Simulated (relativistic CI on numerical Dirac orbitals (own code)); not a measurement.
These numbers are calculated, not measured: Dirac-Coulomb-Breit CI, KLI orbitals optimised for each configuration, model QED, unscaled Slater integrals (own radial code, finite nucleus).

The strongest absorption lines from the ground level of an ion, among the configurations computed and to levels below about 74.2 eV (vacuum wavelength in Å, gf): 169.64 (0.078), 170.77 (0.16), 171.20 (0.045), 171.62 (0.42), 172.80 (0.68), 173.81 (1.5), 174.62 (0.84), 175.76 (0.23).

Question: Which ion is it?
A. Cd⁷⁺
B. Te¹¹⁺
C. Sn⁹⁺
D. Sn¹¹⁺

Answer: C. Sn⁹⁺ has 41 electrons and the ground level 4s²4p⁶4d⁵ ⁶S5/2; the strongest line goes to 4s²4p⁶4d⁴5p ⁶P°7/2. The pattern of lines fixes the number of electrons, and along that sequence the line energies rise steadily with the charge (about as its square where n changes within one kind of shell, about linearly where n is kept but much faster in heavy ions where fine structure, which grows about as Z⁴, sets the gap, and irregularly where shells cross), which fixes Z. Configurations outside the model, such as inner-shell arrays, can give stronger lines. At this charge energies of transitions that change n are usually good to better than 1 %, and those within a shell (Δn = 0) to a few per cent. Terms inside the open d or f shell come out 10 to 20 % too wide with unscaled integrals.

LS names give the leading component of a level, which can be under half, so a name can repeat, a term be missing and a line seem to break the LS rules.
